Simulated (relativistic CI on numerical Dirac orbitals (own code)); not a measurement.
Hyperfine structure of Sm⁸⁺, mass number 149

Method of calculation: Dirac-Coulomb-Breit CI, separate exchange-only KLI orbitals for each configuration, a model potential for QED, unscaled Slater integrals (own radial code, finite nucleus).

Configuration list (outside the closed core [Kr] 4d10): 4f4 5s2 5p2, 4f3 5s 5p4. The list is cut by size and lacks configurations that can hold low levels.

Nuclear spin I = 7/2, μ = -0.6677 μN, Q = 0.075 b (tables of Stone and Pyykkö). The electronic factors are computed for point nuclear moments, without core polarisation or the Bohr-Weisskopf and QED corrections.

```json
{"Level": "4f4 5s2 5p2 7K_4", "E (cm⁻¹)": "0.0", "A (MHz)": "-257.4", "B (MHz)": "13.6"}
{"Level": "4f4 5s2 5p2 7G_1", "E (cm⁻¹)": "18982.0", "A (MHz)": "-620.5", "B (MHz)": "-29.7"}
{"Level": "4f4 5s2 5p2 7P_2", "E (cm⁻¹)": "23542.0", "A (MHz)": "150.5", "B (MHz)": "-62.4"}
{"Level": "4f4 5s2 5p2 7H_2", "E (cm⁻¹)": "24730.6", "A (MHz)": "-250.6", "B (MHz)": "-7"}
```

Levels with J = 0, under 50 % of one LS term, or S terms without an open s electron are left out. Small factors come from cancelling terms and can be off by tens of per cent or more.

At this charge configurations can still be misplaced by up to about 7 % of their energy. Terms inside the open d or f shell come out 10 to 20 % too wide with unscaled integrals. Levels and lines within the n = 5 or 6 shells can be off by up to 10 % or somewhat more, and those that change n by about 2 %, since core polarisation is missing.

Q: Give the hyperfine levels of 4f4 5s2 5p2 7K_4 relative to its centre of gravity.

A: With K = F(F + 1) − I(I + 1) − J(J + 1), E = AK/2 + B[¾K(K + 1) − I(I + 1)J(J + 1)]/[2I(2I − 1)J(2J − 1)]: F = 1/2: 4511, F = 3/2: 4123, F = 5/2: 3477, F = 7/2: 2574, F = 9/2: 1413, F = 11/2: -3.636, F = 13/2: -1675, F = 15/2: -3600 MHz.

LS names give the leading component of a level, which can be under half, so a name can repeat, a term be missing and a line seem to break the LS rules.
